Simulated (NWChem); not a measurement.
# Which level was it?

AlB2SiH5O: 10 atoms, total charge 0, spin state singlet. As SMILES, `B[O][Al]1[BH][SiH2]1`. The shape is that of a PBE0-D4/def2-TZVP optimisation. This is one conformer, not always the lowest.

| atom | x (Å) | y (Å) | z (Å) |
| --- | --- | --- | --- |
| B | -1.2407 | 1.7888 | 1.5987 |
| O | -1.2774 | 0.9028 | 0.5901 |
| Al | -0.5494 | -0.2203 | -0.4359 |
| B | 0.0220 | -1.5736 | -1.7805 |
| Si | 1.6161 | -1.2767 | -0.8779 |
| H | -2.2523 | 2.3596 | 1.9055 |
| H | -0.2050 | 1.9979 | 2.1774 |
| H | -0.3780 | -2.2360 | -2.6768 |
| H | 3.0653 | -1.5749 | -0.7072 |
| H | 1.2825 | -0.2190 | 0.2095 |

A calculation with NWChem 7.3.0 gave:

```
total energy  : -656.3259 Eh
dipole moment : 0.91 D
HOMO energy   : -6.31 eV
LUMO energy   : -1.58 eV
HOMO–LUMO gap : 4.73 eV
largest force : 1.641 eV/Å
```

Question: Which of these levels gave the numbers?
A. HF/def2-SVP
B. r2SCAN/6-31G
C. PBE0/def2-SVP
D. B3LYP/3-21G

Answer: D. The others give -657.7286 Eh (HF/def2-SVP), -659.6134 Eh (r2SCAN/6-31G), -659.2053 Eh (PBE0/def2-SVP).
